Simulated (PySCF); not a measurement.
C2H9NOSi, SMILES CO[SiH](C)N. Atoms are numbered in the order given.

```xyz
14

Si     0.3283     0.1084    -0.4396
C      1.8934    -0.8936    -0.2799
N      0.5513     1.6996     0.1986
O     -0.8343    -0.7968     0.3634
C     -2.1605    -0.3720     0.5459
H     -0.1082     0.3154    -1.8530
H      1.7372    -1.9235    -0.6371
H      2.2076    -0.9509     0.7753
H      2.7123    -0.4389    -0.8586
H     -0.0156     2.4802    -0.1146
H      0.9012     1.8522     1.1394
H     -2.7263    -0.3569    -0.4064
H     -2.6723    -1.0670     1.2312
H     -2.2140     0.6431     0.9853
```
Charge 0, spin multiplicity 1.

The structure is a stationary point at B3LYP-D3(BJ)/def2-SVP. Other conformers were not sampled.

Two levels are set side by side: PBE/pcSseg-1 (PySCF) and B3LYP/pcSseg-1 (PySCF). GIAO shifts against H2O (¹⁷O), NH3 (¹⁵N), TMS (²⁹Si), TMS (¹H), TMS (¹³C) at the same level; non-relativistic, no solvent, atoms listed together averaged. Differences are taken from unrounded values.

| quantity | B3LYP | PBE | PBE minus B3LYP |
|---|---|---|---|
| δ(²⁹Si) of Si1 (ppm) | -17.6 | -14.2 | 3.4 |
| δ(¹³C) of C2 (ppm) | 0.0 | -0.3 | -0.3 |
| δ(¹⁵N) of N3 (ppm) | 29.5 | 32.8 | 3.3 |
| δ(¹⁷O) of O4 (ppm) | 49.3 | 59.3 | 10.0 |
| δ(¹³C) of C5 (ppm) | 54.4 | 55.2 | 0.8 |
| δ(¹H) of H6 (ppm) | 4.79 | 5.11 | 0.32 |

Rough cost on one machine, each run with all the roots and properties that it gave: B3LYP against PBE within a factor of 2.
